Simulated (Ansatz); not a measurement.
Na4H5, relaxed as a doublet with UKS PBE-D4/def2-SVP in Ansatz, starting from the GFN2-xTB geometry. Force threshold 0.02 eV/Å.

In the doublet, H6 and H7 lie 0.82 Å apart (atoms count from 1), so H2 has formed as a molecule. Another isomer (doublet) lies 0.61 eV lower at PBE0-D4/def2-TZVP; other spin states weren't run for this one.

Start:

```xyz
9

Na    2.0754   -0.1734    0.1808
Na   -2.3471    0.0490    0.3794
Na   -0.1260   -0.9027    2.2481
Na   -0.1635    0.7674   -2.2361
H     0.6598    1.2248   -3.6380
H     1.3204   -1.7987    0.5818
H     1.6129    0.9578    1.5369
H    -1.7734   -0.5597    1.8593
H    -1.2584    0.4355   -0.9122
```

Question: Estimate the energy that the relaxation releases and the steps that it takes.

Answer: 310.1 kJ/mol, in 33 steps; 88 s on 4 threads of Arm Neoverse V1 on a shared host. The force fell under the threshold at step 32, but the optimiser went on. No frequencies were taken in this run, so the end may be a saddle point.

Question: Does the start keep its bonding?

Answer: Bonds lost: Na1–H6, Na1–H7 (atoms count from 1). Bonds formed: Na1–H5 (atoms count from 1). Metal–metal contacts that move far: Na1–Na3 3.11 to 5.47 Å, Na2–Na3 3.05 to 3.89 Å.

Question: Predict the relaxed structure.

Answer: 
```xyz
9

Na    2.748    0.464   -1.302
Na   -2.779   -0.019    0.228
Na   -0.264   -1.167    2.960
Na   -0.820    1.035   -2.618
H     1.196    0.947   -2.500
H     2.006   -0.763    1.812
H     2.422   -0.500    1.155
H    -1.928   -0.702    1.926
H    -2.580    0.706   -1.660
```
Bond lengths (bridged metal pairs left out): 6 × H–Na 2.01 to 2.03 Å.
